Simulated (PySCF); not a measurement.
**Exercise with solution: oscillator strength and radiative lifetime**

Sn(H)2(NH2)2 (H6N2Sn), SMILES [NH2][SnH2][NH2].

Geometry: PBE0-D3(BJ)/def2-SVP. The def2 effective core potentials stand for the cores of Sn; spin–orbit coupling is left out. One conformer was computed; it need not be the lowest.

TDDFT-ωB97X/def2-SVPD (PySCF) puts the first singlet state with f over 0.02 at 6.27 eV (vertical), with the transition dipole (0.238, -0.553, 0.218) in atomic units.

Q: Find the oscillator strength, the wavelength and the radiative lifetime that this transition would have in vacuum if emission retraced absorption.

A: 
|μ|² = 0.4100 au, so |μ| = 1.63 D. ΔE = 6.27/27.211 = 0.2304 hartree. f = (2/3) ΔE |μ|² = 0.063 (the program prints 0.063).
λ = 1239.84/6.27 = 198 nm; ν = 50571 cm⁻¹.
Einstein's coefficient A = 0.6670 ν² f s⁻¹ (ν in cm⁻¹) = 1.1e8 s⁻¹, so τ = 1/A = 9.3 ns. This state is S1. The figure is the radiative limit of this one transition; relaxation, internal conversion, crossing to triplets and a medium change what is measured.
